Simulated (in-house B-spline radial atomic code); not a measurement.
CAM-B3LYP excitations of neutral palladium

Method: CAM-B3LYP. Computed with a B-spline radial code for spherical atoms: linear response of the closed shell [Kr] 4d10 with the functional's adiabatic kernel; non-relativistic, point nucleus, no spin-orbit coupling, no double excitations, S, P, D and F terms only; shells from n = 2 respond. Only terms of natural parity with L up to 3 were computed.

Without relativity these are model numbers for so heavy an element.

Command:
```bash
python run_td.py task.json out
```
Settings (radii: box in bohr, nucleus in fm):
```
Z                        46
electrons                46
configuration            [Kr] 4d10
hamiltonian              nr
method                   camb3lyp
box_radius               75
intervals                61
```

Cost of the run: 8.1 s on 1 thread of Arm Neoverse N1, with other jobs on the host.

The lowest states, in the order of their Tamm-Dancoff energies; the method's threshold (minus the highest occupied level) is 7.035 eV. Labels give the largest channel, * marks a mixed state, and oscillator strengths are full-response dipole values. Semilocal kernels can invert the small singlet-triplet splittings of Rydberg terms. Energies in eV:

```tsv
state	full response	Tamm-Dancoff	oscillator strength
4d → 5s 3D	1.326	1.355	-
4d → 5s 1D	1.777	1.809	-
4d → 5p 3P	4.301	4.315	-
4d → 5p 3F	4.354	4.367	-
4d → 5p 1F	4.453	4.454	-
4d → 5p 1P	4.772	4.830	0.316
4d → 6s 3D	5.674	5.676	-
4d → 6s 1D	?	?	-
4d → 6p 3P	?	?	-
4d → 6p 3F	6.177	6.178	-
```

Problem. Where does 4d → 6p 3P lie?

Solution. At 6.168 eV in full response, 6.170 eV in Tamm-Dancoff.

Problem. Where does 4d → 6s 1D lie?

Solution. At 5.707 eV in full response, 5.709 eV in Tamm-Dancoff.

Problem. How large is the singlet-triplet splitting of 4d → 5s (D terms) in Tamm-Dancoff?

Solution. 0.454 eV, from the unrounded values.

Problem. What polarisabilities and dispersion coefficient does the method give?

Solution. Dipole 24.93 bohr³, quadrupole 349.9 bohr⁵, C6 175.8 hartree·bohr⁶ for two such species. Recommended dipole value: 26.14 ± 0.1 bohr³ (Schwerdtfeger and Nagle, table of static dipole polarizabilities (2023 update)), which includes relativity and correlation.
